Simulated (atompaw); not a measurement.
# Before and after: PAW (atompaw) potential for vanadium (V)

* Element: V
* Generator: atompaw 4.2.0.5
* Type: PAW
* Functional: PBE
* Relativity: scalar-relativistic
* Frozen core: [Ne]
* Valence charge: 13
* Reference configuration: 3s2 3p6 3d3 4s2 4p0
* Partial waves: 3s (bound); 4s (bound); 3p (bound); 4p (bound, empty); 3d (bound); 3d channel at 3.25 Ry
* Local potential: troulliermartins scheme with l = 3 at 1 Ry, radius 1.75 bohr
* Core correction: smooth core density matched at 1.20 bohr
* Augmentation charge: sinc compensation charge, radius 1.75 bohr; PAW radius 2.20 bohr; waves and projectors: bloechl

All-electron outer shells of the reference configuration (PBE, scalar-relativistic, ld1.x):

```tsv
shell	level (eV)	outermost node (bohr)	outermost maximum (bohr)
2s	-602.64	0.09	0.26
2p	-503.16	–	0.21
3s	-70.24	0.38	0.82
3p	-44.04	0.35	0.84
3d	-5.16	–	0.90
4s	-4.70	1.17	2.76
4p	-1.44	1.30	3.63
```

Change: waves 3s (bound): rc 1.05 bohr; 4s (bound): rc 2.20 bohr; 3p (bound): rc 1.05 bohr; 4p (bound): rc 2.20 bohr; 3d (bound): rc 2.20 bohr; 3d channel at 3.25 Ry: rc 2.20 bohr; augmentation sinc compensation charge, radius 1.75 bohr; PAW radius 2.20 bohr; waves and projectors: custom rrkj vanderbiltortho.

Cutoffs: the cutoffs (Ry, on a coarse ladder) from which the occupation-weighted sum of valence levels, in a spherical-Bessel basis at the reference potential, stays within 10 and 1 mRy of its value at 400 Ry; they do not see the model core or the augmentation charge, which bear on the density cutoff.

Task: What does the change do?

Result: The potential gets harder (50 Ry and 80 Ry → 70 Ry and 140 Ry); the range in which the s phases agree narrows (upper end 4.8 → 3.3); the range in which the p phases agree narrows (upper end at the end of the scan → 0.2); neither file shows a bound ghost.

| quantity | base | changed |
| --- | --- | --- |
| cutoff, loose | 50 Ry | 70 Ry |
| cutoff, tight | 80 Ry | 140 Ry |
| loose cutoff by channel (10 mRy a level) | s 25 Ry, p 35 Ry, d 40 Ry | s 25 Ry, p 55 Ry, d 18 Ry |
| bound ghosts | none | none |
| s: phases at 2.21 bohr within 0.05 rad from the reference energy up to (Ry; the scan ends near 5) | 4.8 | 3.3 |
| p: phases at 2.21 bohr within 0.05 rad from the reference energy up to (Ry; the scan ends near 5) | to the end of the scan | 0.2 |
| d: phases at 2.21 bohr within 0.05 rad from the reference energy up to (Ry; the scan ends near 5) | to the end of the scan | to the end of the scan |
| lowest overlap eigenvalue by channel | s 0.53, p 0.99, d 1.00 | s 0.42, p 0.47, d 0.83 |

 The cutoffs see the waves, projectors and local potential, not the compensation charge or the core.
